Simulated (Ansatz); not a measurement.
`[F][GaH][GaH2]` + H–F → `[F][GaH][F]` + `[GaH3]` at 700 K and 1 bar (cleavage of the Ga–Ga bond).

Calculated with Ansatz (gas phase, PBE0-D4/def2-TZVP geometries, no zero-point term in ΔE). CCSD(T)/CBS adds triple-zeta CCSD(T) − MP2 to the extrapolated MP2 energy (def2 sets, frozen cores). This one scheme is used for every species. For Ga outer-core shells are correlated without core-valence functions, which leaves a few kJ/mol of doubt a bond. Scalar relativity is left out up to krypton.

```
         species  CCSD(T)/CBS energy (Eh)  H − E (kJ/mol)  S (J/(mol·K))
`[F][GaH][GaH2]`              -3949.49740           116.1          419.4
             H–F               -100.39570            45.2          198.5
   `[F][GaH][F]`              -2124.20216            68.4          334.0
        `[GaH3]`              -1925.70545            80.8          262.3
```

H − E and S are ideal-gas, rigid-rotor, harmonic terms from PBE0-D4/def2-TZVP. 1 Eh = 2625.50 kJ/mol, R = 8.31446 J/(mol·K).

Problem. By hand: ΔE, ΔH, ΔS and ΔG.

Solution. ΔE = (-2124.20216) + (-1925.70545) − (-3949.49740) − (-100.39570) = -0.01451 Eh = -38.1 kJ/mol. Δ(H − E) = 68.4 + 80.8 − 116.1 − 45.2 = -12.1, so ΔH = -50.2 kJ/mol. ΔS = 334.0 + 262.3 − 419.4 − 198.5 = -21.6 J/(mol·K). ΔG = -50.2 − 700 × (-21.6)/1000 = -35.1 kJ/mol.

Problem. By hand: the equilibrium constant, and the temperature at which ΔG would vanish if ΔH and ΔS stayed fixed.

Solution. log₁₀ K = −ΔG/(RT ln 10) = 2.6. ΔG = 0 at ΔH/ΔS = 2324 K.

ΔH outweighs TΔS. A doubt of 5 kJ/mol in ΔE shifts log₁₀ K by 0.4 here. These are equilibria of isolated gas molecules and say nothing of rates. Largest T1 diagnostic: 0.015 (customary marks: 0.02 for closed shells, 0.045 for open ones).
